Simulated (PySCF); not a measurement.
Al(F)(H)(SH), H2AlFS, SMILES [AlH]([F])[SH] (PBE0/def2-SVP optimised geometry):

```
5

Al     0.270     0.287     0.000
F      1.933     0.287     0.000
H     -0.503     1.657     0.000
S     -0.699    -1.657     0.002
H     -1.933    -1.103    -0.009
```

Method: PBE0/def2-TZVP (PySCF).

Question: What are the frontier orbital energies and the dipole moment?

Answer: HOMO-2 -10.70 eV, HOMO-1 -8.93 eV, HOMO -8.09 eV, LUMO -1.00 eV, LUMO+1 -0.29 eV; dipole moment 1.99 D.

On the same geometry PBE/def2-TZVP (PySCF) gives HOMO-2 -9.19 eV, HOMO-1 -7.65 eV, HOMO -6.88 eV, LUMO -1.75 eV, LUMO+1 -1.15 eV; dipole moment 1.88 D.

Meta-Löwdin charges at PBE0/def2-TZVP: Al1 0.89, F2 -0.54, H3 -0.14, S4 -0.33, H5 0.12.
